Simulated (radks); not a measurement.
Results of a calculation; reference values are marked as such.
Species: Sc0.8+. Configuration: [Ar] 3d1 4s(up 1, down 0.2) (fractional occupations, a model configuration). Level of theory: scalar-relativistic Kohn-Sham, PBE, spin-polarised, spherical densities, finite nucleus; open shells are filled with parallel spins first; Fermi nuclear charge, rms radius 3.5459 fm (a radial shooting solver on a logarithmic mesh with Libxc functionals).

Radial electron density D(r) = 4 pi r^2 rho(r):

| r (bohr) | D(r) (e/bohr) | spin D(r) |
|---|---|---|
| 0.009187 | 4.666 | 0.00169 |
| 0.01053 | 5.772 | 0.00208 |
| 0.01196 | 6.998 | 0.00251 |
| 0.01371 | 8.512 | 0.00303 |
| 0.0157 | 10.24 | 0.00361 |
| 0.01799 | 12.18 | 0.00424 |
| 0.02045 | 14.16 | 0.00485 |
| 0.02342 | 16.37 | 0.00548 |
| 0.02684 | 18.59 | 0.00602 |
| 0.03075 | 20.69 | 0.00640 |
| 0.03523 | 22.52 | 0.00652 |
| 0.04004 | 23.85 | 0.00631 |
| 0.04587 | 24.68 | 0.00564 |
| 0.05255 | 24.81 | 0.00446 |
| 0.06021 | 24.21 | 0.00280 |
| 0.06843 | 23.06 | 0.000924 |
| 0.0784 | 21.47 | -0.00113 |
| 0.08982 | 19.85 | -0.00277 |
| 0.1029 | 18.66 | -0.00339 |
| 0.1179 | 18.31 | -0.00231 |
| 0.134 | 18.96 | 0.000787 |
| 0.1535 | 20.63 | 0.00658 |
| 0.1759 | 22.91 | 0.0149 |
| 0.2015 | 25.08 | 0.0251 |
| 0.229 | 26.25 | 0.0362 |
| 0.2624 | 25.91 | 0.0497 |
| 0.3006 | 23.66 | 0.0665 |
| 0.3444 | 19.81 | 0.0903 |
| 0.3946 | 15.21 | 0.126 |
| 0.4484 | 11.21 | 0.176 |
| 0.5138 | 8.230 | 0.246 |
| 0.5886 | 6.983 | 0.333 |
| 0.6744 | 7.230 | 0.426 |
| 0.7665 | 8.124 | 0.500 |
| 0.8781 | 8.892 | 0.550 |
| 1.006 | 8.836 | 0.563 |
| 1.153 | 7.812 | 0.545 |
| 1.321 | 6.135 | 0.513 |
| 1.501 | 4.417 | 0.486 |
| 1.719 | 2.858 | 0.471 |
| 1.97 | 1.772 | 0.470 |
| 2.257 | 1.142 | 0.473 |
| 2.565 | 0.8339 | 0.465 |
| 2.939 | 0.6555 | 0.430 |
| 3.367 | 0.5183 | 0.361 |
| 3.858 | 0.3777 | 0.265 |
| 4.42 | 0.2417 | 0.168 |
| 5.023 | 0.1384 | 0.0941 |
| 5.755 | 0.06507 | 0.0431 |
| 6.593 | 0.02523 | 0.0162 |
| 7.554 | 0.007809 | 0.00483 |
| 8.585 | 0.002052 | 0.00121 |
| 9.836 | 0.0003773 | 0.000205 |

D(r) has 3 maxima, at r = 0.0501, 0.238, 0.936 bohr, and minima at 0.115, 0.613 bohr, inside which lie 2.14, 10.40 electrons.
